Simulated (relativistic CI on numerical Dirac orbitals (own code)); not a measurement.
**What each ingredient does to the levels of Ir XLV**

Base calculation: Dirac-Coulomb-Breit CI, KLI orbitals optimised for each configuration, model QED (radiative potential, 1s self-energy scaled to tabulated hydrogen-like ionisation energies), unscaled Slater integrals.

Configurations in the expansion (outside the closed core [Ar] 3d10): 4s2 4p3, 4s 4p4, 4s2 4p2 4d, 4p5, 4s 4p3 4d, 4s2 4p2 4f, 4s 4p3 4f, 4p4 4d, 4s 4p2 4d2, 4s2 4p 4d 4f, 4p4 4f, 4p3 4d 4f, 4s 4p2 4f2, 4s2 4p2 5s, 4p4 5s, 4s2 4p2 5p, 4s 4p2 4d 5s, 4s2 4p 4f 5s, 4s 4p3 5s, 4s2 4p2 5d, 4s 4p3 5p, 4s2 4p2 5f, 4s2 4p2 5g, 4s 4p3 5d, 4p3 4f 5s, 4s 4p3 5f, 4s2 4p2 6s, 4s2 4p 4d2, 4s2 4d3, 4s 4p 4d3, 4s2 4d2 4f, 4s 4p 4d2 4f, 4s2 4d2 5s, 4p3 4d2, 4p2 4d3, 4p2 4d2 4f, 4p2 4d2 5s, 4s2 4p 4f2, 4s2 4d 4f2, 4s 4p 4d 4f2, 4s2 4f3, 4s 4p 4f3, 4s2 4f2 5s, 4p3 4f2, 4p2 4d 4f2, 4p2 4f3, 4p2 4f2 5s, 4s 4p2 4d 4f, 4s 4p 4d 4f 5s, 4s2 4p 4d 5s, 4s 4p 4d2 5s, 4s2 4d 4f 5s, 4s2 4d 5s2, 4p3 4d 5s, 4p2 4d 4f 5s, 4p2 4d 5s2, 4s 4p2 4f 5s, 4s 4p 4f2 5s, 4s 4p 4f 5s2, 4s2 4p 5s2, 4s 4p 4d 5s2, 4s2 4f 5s2. Double excitations out of closed p, d and f shells are left out; levels of such configurations are missing from the list, as are those of other unlisted configurations, and high levels can miss mixing partners. These lack a partner that the ground configuration has and come out too high: 4s2 4p2 5p, 4s2 4p2 5d, 4s 4p3 5p, 4s2 4p2 5f, 4s2 4p2 5g.

Variants: (1) QED terms removed. Shifts of the energy above 4s2 4p3 2P°_3/2, in eV, for the lowest level and the first level of each name with at least 55 % of one term (blank where a level changes its place among those of its configuration and J or its character, or is not in the variant):

```tsv
Level	Base	Δ(1)
4s2 4p3 2P°_3/2	0.000	0.000
4s2 4p3 2D°_5/2	117.081	-0.110
4s2 4p3 2P°_1/2	124.526	-0.108
4s 4p4 4P_5/2	219.053	+1.217
4s 4p4 2S_1/2	233.543	+1.315
4s2 4p2 4d 4D_1/2	275.933	+0.183
4s2 4p2 4d 2G_9/2	306.735	+0.110
4s 4p4 4P_3/2	338.505	+1.049
4s 4p4 2D_5/2	346.658	+1.101
4s2 4p2 4d 4F_9/2	420.906	+0.009
4p5 2P°_3/2	465.818	+2.082
```

At this charge energies of transitions that change n are usually good to better than 1 %, and those within a shell (Δn = 0) to a few per cent.

Ionisation energy from the two ground configurations alone: base 2257.97 eV. The NIST ASD value (theoretical) is 2258 eV.

LS names give the leading component of a level, which can be under half, so a name can repeat, a term be missing and a line seem to break the LS rules.
